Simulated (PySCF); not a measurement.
RuO₄, SMILES [O]=[Ru](=[O])(=[O])=[O], multiplicity 1. The structure is a stationary point at r2SCAN-D4/def2-SVP. The multiplicity is an assumed one; other spin states were not compared. The isomer is the one that the SMILES or the coordinates give; other isomers of the formula were not compared. The def2 effective core potentials stand for the cores of Ru; spin–orbit coupling is left out.

Calculation: PySCF with r2SCAN-D4/def2-SVP.

Harmonic wavenumbers (cm⁻¹): 336, 336, 361, 361, 361, 964, 991, 991, 991. Rotational constants (GHz): 4.191, 4.191, 4.191; symmetry number 12.

Problem. Work out the zero-point energy and the ideal-gas rigid-rotor harmonic-oscillator thermochemistry at 298.15 K and 1 atm.

Solution. ZPE = ½ Σ hcν = ½ × 5693 cm⁻¹ = 34.05 kJ/mol. H − E(el) = 49.11 kJ/mol. Entropy in J/(mol K): translation 172.43, rotation 87.63, vibration 26.01, total 286.07. G − E(el) = -36.18 kJ/mol. Cp = 72.77 J/(mol K).
